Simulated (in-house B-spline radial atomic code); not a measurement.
Settings and results of a run for Pd VII (Pd6+) (an excited or competing configuration). All numbers are computed (scalar-relativistic (X2C) TPSSh, spin-polarised, spherical fractional occupations, exact exchange averaged over the configuration; Fermi nucleus of rms radius 4.5318 fm) with a B-spline radial code for spherical atoms, not measured.

Command:
```bash
python run_scf.py task.json out
```
Settings (nuclear radius in fm, mass in u):
```
Z                46
configuration    [Ar] 3d9 4s2 4p6 4d4 5s1
hamiltonian      x2c
method           tpssh
spin_polarised   True
nucleus          fermi
rms_radius       4.5318
atomic_mass      105.90348
speed_of_light   137.035999084
exact_exchange   averaged over the configuration
```

Output (hartree, bohr):
```
 radial grid: 68 intervals, B-splines of order 8, outer radius 21.6418 bohr

 iter        energy (Eh)    residual
    1       -5022.051205    7.42e-02
    2       -5022.054961    1.57e-03
    3       -5022.054984    4.59e-04
    4       -5022.054985    2.05e-04
    5       -5022.054985    3.84e-05
    6       -5022.054985    1.39e-05
    7       -5022.054985    5.09e-07
    8       -5022.054985    5.28e-08

 total energy                     -5022.05499
 kinetic                            5247.5985
 electron-nucleus                 -11995.3695
 Hartree                            1865.8205
 exact exchange                      -13.6507
 exchange-correlation               -126.4538

 orbital      occ     eigenvalue          <r>       <r^2>       <1/r>       r_max
 1s up      1.000      -893.9697    0.0313044  0.00133487     50.1236     0.02002
 1s down    1.000      -893.9664    0.0313044  0.00133487     50.1235     0.02002
 2s up      1.000      -135.4633     0.137773   0.0224398     11.3018      0.1166
 2s down    1.000      -135.3512     0.137709   0.0224188     11.3083      0.1166
 2p up      3.000      -121.9517     0.120366    0.017707     10.6221     0.09314
 2p down    3.000      -121.8588     0.120293   0.0176842     10.6276      0.0931
 3s up      1.000       -28.5299     0.375343    0.161241     3.94615      0.3397
 3s down    1.000       -28.4070      0.37562     0.16143     3.93961      0.3399
 3p up      3.000       -24.0642     0.374093    0.162537     3.70492      0.3326
 3p down    3.000       -23.9301     0.374405    0.162742     3.69865      0.3329
 3d up      5.000       -17.0465     0.351239    0.146705     3.46851      0.2794
 3d down    4.000       -16.8914      0.35178     0.14711     3.46308        0.28
 4s up      1.000        -7.2665     0.897877    0.907804     1.54979      0.8275
 4s down    1.000        -7.0600     0.896854    0.906227      1.5536      0.8254
 4p up      3.000        -5.8876     0.959304     1.04333     1.41458      0.8717
 4p down    3.000        -5.6703     0.959015     1.04355     1.41694      0.8698
 4d up      4.000        -3.8171      1.10208         1.4     1.19104      0.9611
 5s up      1.000        -2.6329       1.9466     4.21993    0.687585       1.846
```

Run time, properties included: 0.24 s on 1 thread of Intel(R) Xeon(R) 6975P-C (shared host).

One-electron X2C: radii and densities carry no picture-change correction, so inner-shell <1/r> comes out high (for 1s by about 2 % at Z = 33, 5 % at 54, 10 % at 75, 30 % at 118) and <r> low.
